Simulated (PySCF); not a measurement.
Correlation energy of F (fluorine, neutral)

[He] 2s2 2p5, 2P determinant. Calculation: PySCF 2.14, in def2-TZVP; the non-relativistic Hamiltonian (point nucleus). Frozen: 1s2; 7 electrons correlated.

MP2 pair energies summed by pair of shells (mhartree):

```csv
pair,energy,share (%)
2p-2p,-121.89,61.6
2s-2p,-66.00,33.4
2s-2s,-9.90,5.0
```

Total MP2 correlation energy: -197.79 mhartree.

Same-spin part -47.88 and opposite-spin part -149.91 mhartree; SCS-MP2 scales them by 1/3 and 6/5 to -195.85 mhartree.

```tsv
level	correlation energy (mhartree)
CCSD	-209.82
(T)	-3.43
CCSD(T)	-213.25
```

Diagnostics: T1 = 0.0062, D1 = 0.0107, largest double amplitude 0.036.

Cost of the coupled-cluster step: 0.37 s of wall time on 1 thread of Neoverse-V2 (shared host), for 7 correlated electrons.
